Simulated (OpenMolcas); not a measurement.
**neutral indium: effect of the active space**

```yaml
Program: OpenMolcas
Method: CASSCF or its RAS form
Basis: ANO-R2
Scalar_Hamiltonian: X2C, finite nucleus
Spin-orbit_coupling: RASSI with atomic mean-field integrals over the reference wave functions, term energies averaged over their components
```

A. 3 electrons in 4 orbitals (5s 5p); 2S+1 = 4 odd, 1 root (0 in the spin-orbit step); 2S+1 = 2 odd, 3 roots; 2S+1 = 4 even, 3 roots; 2S+1 = 2 even, 5 roots; cost of the order of 13 core-seconds
B. 3 electrons in 8 orbitals (5s 5p 6s 6p); 2S+1 = 4 odd, 3 roots (0 in the spin-orbit step); 2S+1 = 2 odd, 3 roots; 2S+1 = 4 even, 3 roots; 2S+1 = 2 even, 5 roots (0 in the spin-orbit step); cost of the order of 17 core-seconds
C. 3 electrons in 9 orbitals (RAS2 5s 5p; RAS3 5d, at most 2 electrons); 2S+1 = 4 odd, 1 root (0 in the spin-orbit step); 2S+1 = 2 odd, 3 roots; 2S+1 = 4 even, 3 roots; 2S+1 = 2 even, 5 roots; cost about 21 core-seconds

Energies in cm-1 above 5s2 5p 2P* 1/2, the measured ground level; measured values from NIST Handbook of Basic Atomic Spectroscopic Data.

```tsv
Level	A	B	C	Measured
5s2 5p 2P* 1/2	0.0	0.0	0.0	0.0
5s2 5p 2P* 3/2	2035	1708	2094	2213
5s 5p2 4P 1/2	26970	28777	29035	34978
5s 5p2 4P 3/2	27690	29507	29751	36021
5s 5p2 4P 5/2	28860	30724	30907	37452
```

Deviations, from unrounded energies. A percentage is the sum of absolute deviations over the sum of measured energies, with the sign that they share, or ± where signs differ.

```csv
Against measurement,Levels,A,B,C
mean absolute deviation (cm-1),4,6300,5000,4700
fine structure of the ground term (%),1,-8.0,-22.8,-5.3
other configurations (%),3,-23.0,-17.9,-17.3
```

C lies closest to measurement on these levels and A furthest from it. The largest miss of C in the table is 5s 5p2 4P 5/2, by -6500 cm-1. The ranking rests on the paired levels alone, and a cruder setting can come out closer through cancelling errors.

Among A to C the level of the table that moves most is 5s 5p2 4P 1/2, by 2100 cm-1 (lowest in A, highest in C).

Some high roots are left out of the spin-orbit mixing, which shifts the levels that they would mix with. Without dynamic correlation excited terms often stand tens of per cent too high (terms of higher spin than the ground term too low), and those without a measured partner can miss by more than the paired ones. Terms of s pⁿ other than that of highest spin mix with s² pⁿ⁻² d, which this space lacks; all of them can be thousands of cm-1 off, and some have no real level of that name (holds for A; B). Active for correlation alone: 6p 6s; no level in the range computed is led by a configuration that fills them, so any true level of that kind is missing (holds for B). Active for correlation alone: 5d; no level in the range computed is led by a configuration that fills it, so any true level of that kind is missing (holds for C). Measured partners are found by configuration, term and J. A level has none where our copy of the source lacks it or the pairing is in doubt (some pairs that miss far off the trend of their configuration count as doubtful), and it then counts in no deviation. Only configurations of the active space appear. Levels that lie high or do not pair safely by name in every column are left out.

* marks odd parity.
